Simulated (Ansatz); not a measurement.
Mulliken charges of CHF$_{2}$NZn, SMILES `N=[C](F)[Zn][F]` from B3LYP/def2-TZVPP in Ansatz (PBE0-D4/def2-TZVP geometry).

| atom | x (Å) | y (Å) | z (Å) | charge (e) |
| --- | --- | --- | --- | --- |
| N1 | 0.716 | -0.793 | 1.231 | -0.158 |
| C2 | 0.030 | -0.675 | 0.197 | 0.172 |
| F3 | -0.510 | -1.810 | -0.299 | -0.192 |
| Zn4 | -0.444 | 0.851 | -0.891 | 0.482 |
| F5 | -0.837 | 2.265 | -1.831 | -0.466 |
| H6 | 1.089 | 0.097 | 1.545 | 0.162 |

**Question.** By hand: the dipole of these point charges (1 e Å = 4.8032 D).

**Answer.** Σ q r = (0.342, -0.273, 0.571) e Å, of length 0.719 e Å = 3.45 D.

**Question.** How does the dipole of the full density compare? (Best estimate.)

**Answer.** Computed: (0.114, 0.180, 0.119) e Å, 1.17 D; the point charges give 2.95 times that, at 71° from its direction.

Point charges leave out the atoms' own dipoles, such as those of lone pairs, and Mulliken's split depends on the basis, so the two needn't agree.

B3LYP here is the variant with VWN-RPA as its local correlation; programs differ in this.
